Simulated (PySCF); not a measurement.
Isomers of C5H13PSi2, from PBE0-D3(BJ)/def2-SVP geometry optimisation, gas phase in PySCF. One conformer each, no zero-point energy, no frequencies.

Problem. Which is lower in electronic energy at this level?
A. `[PH2:1][Si@H:2]1[CH2:3][Si@H:4]([CH:5]2[CH2:6][CH2:7]2)[CH2:8]1` with H–P1–Si2–C3 82° and 176°, C3–Si4–C5–C6 93°: A = 3783, B = 501.0, C = 484.9 MHz, dipole 1.58 D
B. `[CH3:1][C:2]#[C:3][Si@@H:4]([PH2:5])[CH2:6][CH2:7][SiH3:8]` with C3–Si4–P5–H -63° and -157°, C3–Si4–C6–C7 -173°, Si4–C6–C7–Si8 -178°: A = 1520, B = 474.4, C = 382.8 MHz, dipole 1.83 D

Solution. A. That is `P[Si@H]1C[Si@H](C2CC2)C1`, 28.9 kcal/mol below the other.

| SMILES | mapped SMILES | E (Eh) | relative (kcal/mol) | relative (kJ/mol) | dipole (D) |
| --- | --- | --- | --- | --- | --- |
| P[Si@H]1C[Si@H](C2CC2)C1 | [PH2:1][Si@H:2]1[CH2:3][Si@H:4]([CH:5]2[CH2:6][CH2:7]2)[CH2:8]1 | -1117.66687 | 0.0 | 0.0 | 1.58 |
| CC#C[Si@@H](P)CC[SiH3] | [CH3:1][C:2]#[C:3][Si@@H:4]([PH2:5])[CH2:6][CH2:7][SiH3:8] | -1117.62077 | 28.9 | 121.0 | 1.83 |

As drawn, the lower has a three-membered ring and a four-membered ring, which the higher lacks; the higher has a C≡C bond, which the lower lacks.
